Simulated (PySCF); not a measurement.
## Energy of Li²⁺ (lithium, charge +2) between two integer charges

The 1s alpha orbital of 1s1 is emptied in steps (occupation f), with all orbitals relaxed, ending at no electrons. All numbers are calculated (PySCF 2.14, no relativity, point nucleus, in aug-cc-pVDZ (4s3p2d, 23 functions)). The exact energy is a straight line in f; departures are measured from the line between the end points of the same method.

```csv
f,UHF (eV)
1,0.000
0.8,0.000
0.6,0.000
0.4,0.000
0.2,0.000
0,0.000
```

For UHF, how does the orbital energy at f = 1 compare with the removal energy?

−ε = 121.07 eV against a total-energy difference of 121.07 eV. By Janak's theorem ε = ∂E/∂f, so the gap between them reflects the curvature. Along the path −ε is 121.07 (f = 0.8), 121.07 (f = 0.6), 121.07 (f = 0.4), 121.07 (f = 0.2) eV.

Reference removal energy between the ground levels: 122.45 eV (theoretical estimate listed by NIST; NIST Atomic Spectra Database, ionization energies). UHF lacks correlation.
